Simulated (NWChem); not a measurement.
# Relativistic effects in Br

SMILES: [Br]
```xyz
1

Br     0.0000     0.0000     0.0000
```
Charge 0, spin multiplicity 2.

Program: NWChem.

Functional PBE0, all-electron basis x2c-SVPall-2c, contracted for the X2C Hamiltonian and used here with ZORA. The ion keeps the geometry and has multiplicity 3 in the scalar run; the spin-orbit run starts from the same electron counts.

Costs are rough ratios of processor time within this set of runs, SCF included, with scalar ZORA as 1.

The stability of the SCF solutions was not checked.

| Hamiltonian | ΔSCF ionisation energy (eV) | relative cost |
|---|---|---|
| scalar ZORA | 11.82 | 1 |
| spin-orbit ZORA | 11.75 | under 3 |

From scalar ZORA to spin-orbit ZORA the ionisation energy drops by 0.08 eV.
